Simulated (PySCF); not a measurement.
**Worked example for `[NH2][Cu][NH2]` (CuH4N2•): electron affinity to the singlet anion**

The parent is a doublet.

Computed at ωB97X-D3(BJ)/ma-def2-SVP // PBE-D3(BJ)/ma-def2-SVP with PySCF (density fitting, grid level 2). The prefix ma- adds one diffuse s and one diffuse p function on all atoms but H. ωB97X-D3(BJ) is ωB97X-V with D3(BJ) in place of VV10. Zero-point energies come from unscaled GFN2-xTB harmonic frequencies. These were taken at the GFN2-xTB minima.

```jsonl
{"state": "parent", "structure": "parent", "E / Eh": "-1752.110155"}
{"state": "singlet anion", "structure": "parent", "E / Eh": "-1752.162426"}
{"state": "singlet anion", "structure": "singlet anion", "E / Eh": "-1752.169654"}
{"state": "parent", "structure": "singlet anion", "E / Eh": "-1752.085309"}
```

Zero-point energy of the singlet anion less that of the parent: -0.024 eV. 1 Eh = 27.2114 eV.

Work out the vertical and adiabatic electron affinity.

Vertical: (-1752.110155) − (-1752.162426) = 0.052271 Eh = 1.42 eV. Adiabatic: 0.059499 Eh = 1.619 eV, and 1.64 eV with zero-point energy.

And the inner reorganisation energy of self-exchange?

The singlet anion relaxes by 196.7 meV and the parent by 676.1 meV, so λ = 873 meV.

Note: ma-def2-SVP is a small basis, whose errors can reach tens of kJ/mol.
